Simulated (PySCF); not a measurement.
Several orderings of computed values.

Each SMILES stands for a single optimised conformer of the isolated species, non-relativistic unless stated. Electronic properties by PySCF.

The conformers computed, where there is a choice (atom-mapped SMILES and torsion angles):
- `[CH2:1]=[C:2][S:3](=[O:4])(=[O:5])[CH2:6][CH:7]=[CH2:8]`: C1–C2–S3–O4 -94°, C2–S3–C6–C7 -178°, S3–C6–C7–C8 106°
- `[CH3:1][O:2][C@@H:3]1[S:4][CH:5][CH2:6][C:7]1=[O:8]`: C1–O2–C3–S4 -76°
- `[O+:1]=[CH:2][C@@H:3]1[C@H:4]([F:5])[C:6]12[CH2:7][CH2:8]2`: O1–C2–C3–C4 56°
- `[CH2+:1][C:2]1[CH2:3][CH2:4][C@@:5]1([F:6])[CH2:7][F:8]`: C4–C5–C7–F8 42°
- `[CH2:1]=[CH:2][O:3]/[CH:4]=[C:5](/[F:6])[CH:7]=[CH2:8]`: C1–C2–O3–C4 180°, C2–O3–C4–C5 180°, C4–C5–C7–C8 180°
- `[CH3:1][O:2][C:3]1=[C:4]([S@:5]([CH3:6])=[O:7])[CH:8]1`: C1–O2–C3–C4 -2°, C3–C4–S5–C6 -176°

The conformers of `[O-][C]1C=CC[C@@H](F)C1` [charge -1 and doublet state] aren't listed.

Question: Rank by isotropic g value, highest first (unrestricted B3LYP/pcH-1, mean-field spin–orbit at GFN2-xTB geometries).
A. `[O-][C]1C=CC[C@@H](F)C1` [radical]
B. `[C](S(=O)(=O)CC=C)=C` [radical]
C. `C#C/[C]=C(/C)F` [radical]
D. `CO[C@@H]1S[CH]CC1=O` [radical]
E. `[O+]=C[C@@H]1[C@H](F)C12CC2` [radical]

Answer: E (2.00462), D (2.00449), A (2.00383), B (2.00252), C (2.00205).

Q: By how much do the two ends of that ranking differ?

A: By 0.00257, between `[O+]=C[C@@H]1[C@H](F)C12CC2` [charge +1 and doublet state] and `C#C/[C]=C(/C)F` [doublet state].

Question: Rank by smallest rotational constant, highest first (GFN2-xTB).
A. `C=CO/C=C(/F)C=C`
B. `C=[C]S(=O)(=O)CC=C` [radical]
C. `COC1=C([S@](C)=O)[CH]1` [radical]
D. `CO[C@@H]1S[CH]CC1=O` [radical]
E. `[C@@]1(F)(CC[C]1[CH2+])CF` [radical]
F. `C#C/[C]=C(/C)F` [radical]

Answer: E (1.790 GHz), F (1.594 GHz), D (1.141 GHz), B (1.070 GHz), C (0.957 GHz), A (0.805 GHz).
